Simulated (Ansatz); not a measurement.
H3NO3W, SMILES `[NH2][W](=[O])(=[O])[OH]`, relaxed with RKS PBE0-D4/def2-TZVP in Ansatz 0.2.0 from a GFN2-xTB geometry. The force threshold is 0.005 eV/Å; the program also tests the step.

Total charge 0; spin multiplicity 1. W: def2 effective core potential.

Start:

```xyz
8

N     0.709    0.554    1.165
W    -0.441    0.155   -0.426
O    -0.018    1.306   -1.592
O    -2.036    0.303    0.121
O    -0.091   -1.575   -1.031
H     1.564    1.120    1.146
H     0.390    0.544    2.140
H    -0.078   -2.406   -1.523
```

Question: How much energy does the relaxation release, and in how many steps? (Estimate.)

Answer: Ansatz gave: 5.71 kcal/mol, in 27 steps, 7 of them rejected.

Question: Which bonds change most? (An estimate is asked.)

Answer: Computed: N1–W2 from 2.003 to 1.938 Å; W2–O5 from 1.866 to 1.891 Å; N1–H7 from 1.026 to 1.009 Å; N1–H6 from 1.026 to 1.009 Å.

Question: Give the relaxed structure. (Estimate.)

Answer: Computed: 
```xyz
8

N     0.694    0.559    1.145
W    -0.467    0.103   -0.338
O    -0.067    1.118   -1.651
O    -2.081    0.345    0.167
O    -0.254   -1.709   -0.834
H     1.588    1.014    1.035
H     0.390    0.567    2.107
H     0.198   -1.997   -1.629
```
